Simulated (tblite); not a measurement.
C5H7NOSi.
Atom-mapped SMILES: `[SiH3:1][O:2][c:3]1[cH:4][cH:5][cH:6][n:7][cH:8]1` (hydrogens: H9, H10, H11 on Si1; H12 on C4; H13 on C5; H14 on C6; H15 on C8)

Computed with GFN2-xTB (tblite), gas phase: L-BFGS steps from a force-field or distance-geometry start until the largest atomic force falls under 0.01 eV/Å.

Step 0: E = -626.7445 eV
```
atom  x, y, z in Å  |  force x, y, z in eV/Å
Si1    -2.8533   -0.0570   -0.1205   -0.220   0.193   0.323
O2     -1.3497   -0.4170   -0.6863    0.277   0.338   0.659
C3     -0.0815   -0.1424   -0.2163   -0.869  -0.085  -0.425
C4      0.9720   -0.6209   -0.9819    0.651  -0.219   0.020
C5      2.2794   -0.3795   -0.5586   -0.543  -0.077  -0.286
C6      2.4724    0.3589    0.5873   -0.247   0.648   1.039
N7      1.4728    0.8536    1.3427   -0.485  -0.898  -1.396
C8      0.2165    0.5949    0.9288    0.819   0.386   0.619
H9     -3.8813   -0.6302   -1.0265    0.700   0.074   0.129
H10    -3.0437   -0.6115    1.2493    0.146   0.122  -0.399
H11    -3.0274    1.4177   -0.0543    0.118  -0.361  -0.041
H12     0.7800   -1.2067   -1.8736   -0.051   0.134   0.114
H13     3.1191   -0.7475   -1.1267   -0.014  -0.012  -0.006
H14     3.4826    0.5808    0.9463   -0.421  -0.050  -0.075
H15    -0.5623    1.0148    1.5684    0.138  -0.192  -0.274
```

**Question.** Estimate the geometry and energy of step 1. (The exact step hangs on the optimiser's Hessian estimate; all steps are aligned on step 0, rigid shifts and turns removed.)

**Answer.** E = -626.8084 eV, largest force 0.834 eV/Å
```
atom  x, y, z in Å  |  force x, y, z in eV/Å
Si1    -2.8565   -0.0543   -0.1158   -0.042   0.140   0.225
O2     -1.3457   -0.4121   -0.6769   -0.198   0.238   0.466
C3     -0.0939   -0.1436   -0.2224    0.159   0.219   0.144
C4      0.9813   -0.6241   -0.9816   -0.322  -0.098   0.100
C5      2.2716   -0.3806   -0.5627    0.238   0.299   0.366
C6      2.4689    0.3681    0.6022   -0.053  -0.274  -0.410
N7      1.4659    0.8408    1.3227    0.045  -0.067  -0.089
C8      0.2282    0.6004    0.9376   -0.453  -0.372  -0.593
H9     -3.8713   -0.6292   -1.0247    0.622   0.034   0.066
H10    -3.0416   -0.6098    1.2436    0.118   0.072  -0.261
H11    -3.0257    1.4125   -0.0549    0.095  -0.229  -0.031
H12     0.7792   -1.2047   -1.8720   -0.014   0.065   0.030
H13     3.1189   -0.7476   -1.1267   -0.093   0.023   0.043
H14     3.4766    0.5801    0.9452   -0.214   0.047   0.076
H15    -0.5603    1.0121    1.5645    0.112  -0.099  -0.132
```

The energy changes by -0.0639 eV. The first-order estimate −F·Δx gives -0.1368 eV and the mean of the old and new forces, exact on a quadratic surface, -0.0635 eV. The step makes an angle of 0° with the force vector and moves no atom by more than 0.025 Å.

What follows is the cost of the whole relaxation. Time: 0.1 s of wall time. Hardware: Arm Neoverse V2, one thread, on a shared host.
